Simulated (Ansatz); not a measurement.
```xyz
6

C     0.0261    0.0086   -0.6816
C     0.0386   -0.0100    0.7535
H    -0.0206   -0.9539   -1.2624
H    -0.0159    0.9232   -1.2561
H    -0.9154   -0.0433    1.2846
H     0.9649   -0.0379    1.2993
```

Basis set: cc-pVDZ (spherical functions). Correlated methods keep 2 orbitals frozen. Charge 0, multiplicity 3.

Computed with Ansatz (development build ahead of 0.2.0); each method stands on the lowest determinant of its kind that the runs found.

(1) Give the atomization energy at this shape (free ground-state atoms in the same class of orbitals less the molecule, no zero-point energy) of triplet C2H4 by UHF-MP2, UHF.

Results:

(1)

```tsv
method	atomization energy
UHF-MP2	1920.9 kJ/mol
UHF	1574.0 kJ/mol
```

Caution: another spin multiplicity may lie lower.
